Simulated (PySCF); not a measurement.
Geometries of 2 isomers of CH9Ge2NSi, from PySCF 2.14.0, PBE0-D3(BJ)/def2-SVP geometry optimisation, gas phase. One conformer each, no zero-point energy, no frequencies.

Question: Which is lower in electronic energy at this level?
A.
```xyz
14
angstrom
N      3.666    0.006    0.141
C      2.649   -0.707   -0.118
Ge     0.962   -0.094   -0.941
Ge    -0.860   -0.171    0.661
Si    -2.911    0.457   -0.378
H      3.522    0.981   -0.151
H      2.705   -1.776    0.161
H      1.199    1.354   -1.423
H      0.616   -0.987   -2.152
H     -0.538    0.763    1.844
H     -0.976   -1.610    1.207
H     -4.032    0.469    0.611
H     -2.778    1.819   -0.979
H     -3.230   -0.519   -1.465
```
B.
```xyz
14
angstrom
C      2.012   -1.359    0.102
N      2.124   -0.672   -0.950
Ge     1.036    0.806   -1.287
Ge    -0.552    1.246    0.517
Si    -2.192   -0.479    0.594
H      1.287   -1.169    0.924
H      2.672   -2.233    0.261
H      1.986    1.993   -1.529
H      0.285    0.491   -2.594
H      0.180    1.343    1.871
H     -1.232    2.605    0.253
H     -1.522   -1.784    0.887
H     -3.224   -0.223    1.645
H     -2.866   -0.580   -0.736
```

Answer: B. That is `C=[N][GeH2][GeH2][SiH3]`, 3.3 kcal/mol below the other.

```tsv
SMILES	atoms numbered as above	E (Eh)	relative (kcal/mol)	relative (kJ/mol)	dipole (D)
C=[N][GeH2][GeH2][SiH3]	[CH2:1]=[N:2][GeH2:3][GeH2:4][SiH3:5]	-4540.31070	0.0	0.0	1.30
[H]/N=[CH]\[GeH2][GeH2][SiH3]	[H]/[N:1]=[CH:2]\[GeH2:3][GeH2:4][SiH3:5]	-4540.30551	3.3	13.6	1.69
```

As drawn, the higher has an N–H bond, which the lower lacks.
